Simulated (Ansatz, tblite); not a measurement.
Forces on Te4Se⁻ at its PBE-D4/def2-SVPD geometry. Total charge -1; doublet.

In the def2 sets Te takes a core potential; there is no spin–orbit coupling. The xTB rows come from tblite. Another isomer (doublet) lies 0.19 eV lower at PBE0-D4/def2-TZVPD; other spin states weren't run for this one.

GFN1-xTB (tblite), largest force 1.85 eV/Å:

```xyz
5
positions Å, forces eV/Å
Se    0.740    0.675    2.399   -0.228   -0.628   -0.846
Te   -0.227   -1.178   -0.979    0.036    0.743    0.295
Te    0.788   -1.780    1.922   -0.349    0.998   -0.798
Te   -1.084    0.831   -3.056    0.598   -0.512    1.673
Te   -0.217    1.452   -0.286   -0.057   -0.601   -0.323
```

GFN2-xTB (tblite), largest force 1.62 eV/Å:

```
Se -0.081 -1.114 -0.526
Te 0.136 1.420 0.764
Te -0.303 1.259 -0.592
Te 0.390 -0.299 1.100
Te -0.141 -1.267 -0.746
```

PBE-D4/def2-TZVPD (Ansatz), largest force 0.31 eV/Å:

```
Se -0.009 -0.275 -0.096
Te -0.014 0.301 0.033
Te -0.028 0.308 -0.007
Te 0.072 -0.054 0.203
Te -0.021 -0.280 -0.134
```
